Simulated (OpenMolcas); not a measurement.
neutral carbon: effect of the active space

```
Program             : OpenMolcas
Method              : CASSCF or its RAS form
Basis               : ANO-R2
Scalar Hamiltonian  : X2C, finite nucleus
Spin-orbit coupling : state interaction with AMFI integrals over the reference wave functions, term energies averaged over their components
```

A. 2 electrons in 3 orbitals (2p); 2S+1 = 3 even, 3 roots; 2S+1 = 1 even, 6 roots; cost about 3 core-seconds
B. 4 electrons in 4 orbitals (2s 2p); 2S+1 = 3 even, 3 roots; 2S+1 = 1 even, 6 roots; 2S+1 = 5 odd, 1 root; 2S+1 = 3 odd, 8 roots; cost of the order of 14 core-seconds
C. 4 electrons in 8 orbitals (2s 2p 3s 3p); 2S+1 = 3 even, 3 roots; 2S+1 = 1 even, 6 roots; 2S+1 = 5 odd, 1 root; 2S+1 = 3 odd, 8 roots; cost about 21 core-seconds
D. 4 electrons in 9 orbitals (RAS2 2s 2p; RAS3 3d, at most 2 electrons); 2S+1 = 3 even, 3 roots; 2S+1 = 1 even, 6 roots; 2S+1 = 5 odd, 1 root; 2S+1 = 3 odd, 8 roots; cost about 30 core-seconds

Energies in cm⁻¹ above 2s² 2p² ³P₀, the measured ground level; measured values from NIST Handbook of Basic Atomic Spectroscopic Data.

```
      Level      A      B      C      D  Measured
2s² 2p² ³P₀    0.0    0.0    0.0    0.0       0.0
2s² 2p² ³P₁   15.4   14.9   14.5   14.8      16.4
2s² 2p² ³P₂   46.2   44.4   43.4   44.1      43.4
2s² 2p² ¹D₂  12616  12727  11966  12661     10193
2s² 2p² ¹S₀  30925  21114  18810  26317     21648
```

Deviations, from unrounded energies. A percentage is the sum of absolute deviations over the sum of measured energies, with the sign that they share, or ± where signs differ.

```
                        Against measurement  Levels      A     B      C      D
             mean absolute deviation (cm-1)       4   2900   770   1200   1800
      fine structure of the ground term (%)       2   ±6.2  ±4.2   ±3.2   ±4.0
other terms of the ground configuration (%)       2  +36.7  ±9.6  ±14.5  +22.4
```

B lies closest to measurement on these levels and A furthest from it. The largest miss of B in the table is 2s² 2p² ¹D₂, by +2500 cm-1. The ranking rests on the paired levels alone, and a cruder setting can come out closer through cancelling errors.

Among A to D the level of the table that moves most is 2s² 2p² ¹S₀, by 12000 cm-1 (lowest in C, highest in A).

Without dynamic correlation excited terms often stand tens of per cent too high (terms of higher spin than the ground term too low), and those without a measured partner can miss by more than the paired ones. With the s shell closed, the reference lacks s² → p² mixing (holds for A). Active for correlation alone: 3p 3s; no level in the range computed is led by a configuration that fills them, so any true level of that kind is missing (holds for C). Active for correlation alone: 3d; no level in the range computed is led by a configuration that fills it, so any true level of that kind is missing (holds for D). Computed and measured levels are paired by configuration, term and J; levels that our copy of the source lacks, or whose pairing is in doubt (as where it misses far off the trend of its configuration), stay unpaired and out of the deviations. Only configurations of the active space appear. Levels that lie high or do not pair safely by name in every column are left out.
